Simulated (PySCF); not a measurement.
A structure optimised at B3LYP-D3(BJ)/def2-SVP, used in a PySCF frequency run:

```
Al
F 1 1.6736
N 1 1.7726 2 115.25
H 3 1.0175 1 118.87 2 0.00
C 3 1.4518 4 112.08 1 180.00
H 5 1.1021 3 110.28 4 180.00
H 5 1.1069 6 106.73 3 122.85
H 5 1.1069 6 106.73 7 114.30
C 1 1.9432 2 120.21 3 180.00
H 9 1.1018 1 112.59 2 180.00
H 9 1.1032 10 107.79 1 122.55
H 9 1.1032 10 107.79 11 114.90
```

Q: Write its SMILES, formula and point group.

A: C[NH][Al]([CH3])[F], C₂H₇AlFN, Cs

Q: What are its rotational constants (standard atomic weights)?

A: 5.2014, 2.5949, 1.7698 GHz
